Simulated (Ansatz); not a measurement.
`BN(C=C)[SiH2][SiH3]` → B• + 2 C• + 10 H• + N• + 2 Si•  (atomization)

Isolated molecules relaxed with PBE0-D4/def2-TZVP in Ansatz; ΔE leaves out vibrations. CCSD(T)/CBS is the MP2 limit (def2-TZVPP, def2-QZVPP) plus CCSD(T) − MP2 in def2-TZVPP, frozen cores. This one scheme is used for every species, atoms too. Functionals use def2-TZVPP. Open shells (•) are unrestricted, without spin–orbit coupling. Spin–orbit coupling would lower the free atoms: a little for B, C, Si. One conformer a species, not always the lowest.

CCSD(T)/CBS gives +5729.2 kJ/mol.

Another level gave +5688.3 kJ/mol. Which?
A. r2SCAN-D4/def2-TZVPP
B. r2SCAN0-D4/def2-TZVPP
C. r2SCAN/def2-TZVPP
D. B2PLYP/def2-TZVPP

B. r2SCAN0-D4 5688.3, r2SCAN 5736.5, B2PLYP 5680.7, r2SCAN-D4 5747.3 kJ/mol.

What do rigid-rotor, harmonic-oscillator terms from PBE0-D4/def2-TZVP frequencies (298.15 K, 1 bar) make of the CCSD(T)/CBS value? (Best estimate.)

Ansatz gave: ΔZPE = -298.7 kJ/mol, ΔH = +5502.4 kJ/mol, ΔS = 1711 J/(mol·K), ΔG = +4992.2 kJ/mol. Open shells count their whole term as degenerate. Modes under 50 cm⁻¹ make the entropy rough.

Largest T1 diagnostic among the species: 0.014.

From r2SCAN to r2SCAN0 (25 % exact exchange), in def2-TZVPP and without D4, ΔE moves by −60.9 kJ/mol: exact exchange takes away binding that semilocal exchange gives to molecules. In def2-TZVPP, CCSD(T) changes the Hartree–Fock value by +1288.8 kJ/mol (the triples alone add +73.5 kJ/mol) and MP2 by +1325.3 kJ/mol; breaking electron pairs costs correlation energy, which Hartree–Fock lacks. Leaving LDA and LC-ωPBE aside and taking each functional with its dispersion term where it has one, the values, not all of them listed here, spread over 152.8 kJ/mol, from BHLYP-D4 to PBE-D4. LDA lies +696.9 kJ/mol from PBE without D4, its usual overbinding.

For atomizations the MP2-based limit and the directly extrapolated one differ by several kJ/mol either way, and by 10 to 25 for some Ge, Se and Sn compounds, so smaller differences from it don't rank the levels.
